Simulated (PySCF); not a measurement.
C3H8OSi, SMILES C/C=C\O[SiH3] (GFN2-xTB optimised geometry):

```
13

C      1.068    -1.952    -0.355
C      1.649    -0.592    -0.154
C      0.934     0.514     0.000
O     -0.419     0.514     0.000
Si    -1.516     1.709     0.000
H      1.419    -2.378    -1.295
H     -0.017    -1.898    -0.371
H      1.379    -2.619     0.449
H      2.726    -0.515    -0.134
H      1.406     1.479     0.141
H     -1.302     2.619     1.129
H     -2.726     0.912     0.116
H     -1.438     2.485    -1.241
```

Level of theory: PBE/def2-TZVP run with PySCF.

Q: What are the frontier orbital energies and the dipole moment?

A: HOMO-2 -8.14 eV, HOMO-1 -7.48 eV, HOMO -5.39 eV, LUMO -0.74 eV, LUMO+1 -0.25 eV; dipole moment 0.51 D.

Meta-Löwdin charges at PBE/def2-TZVP: C1 -0.36, C2 -0.17, C3 0.05, O4 -0.54, Si5 0.71, H6 0.13, H7 0.13, H8 0.13, H9 0.12, H10 0.10, H11 -0.11, H12 -0.09, H13 -0.11.
